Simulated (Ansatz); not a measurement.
Coupled-cluster diagnostics for Si(CN)2H2 (C₂H₂N₂Si), Ansatz.

Geometry of the singlet (r2SCAN-D4/def2-SVP):

Cartesian coordinates in Å:
```
Si 0.5854 0.0039 0.0247
C -0.4522 0.3689 -1.4626
N -1.0910 0.6019 -2.4078
C -0.5687 -0.3772 1.4192
N -1.2819 -0.6176 2.3076
H 1.3821 1.2053 0.3681
H 1.4264 -1.1852 -0.2492
```

Correlated methods freeze 9 core orbitals.

**Question.** Estimate the CCSD(T) correlation energy, the shares of MP2 and (T), T1 and the reference's ⟨S²⟩ for: charge 0, singlet, own geometry in def2-TZVPP; and the rough time on 4 threads of Arm Neoverse V1 on a shared host.

**Answer.** 
```json
{"state": "charge 0, singlet, own geometry", "basis": "def2-TZVPP", "correlation (eV)": "-22.952", "MP2 share (%)": "93.3", "(T) share (%)": "5.1", "T1": "0.015", "⟨S²⟩ (pure)": "0.00 (0.00)", "wall time": "37 s"}
```
Customary marks for T1 are 0.02 (closed shells), 0.045 (open shells) and about 0.05 (3d metals). T1 stays under 0.02 throughout.
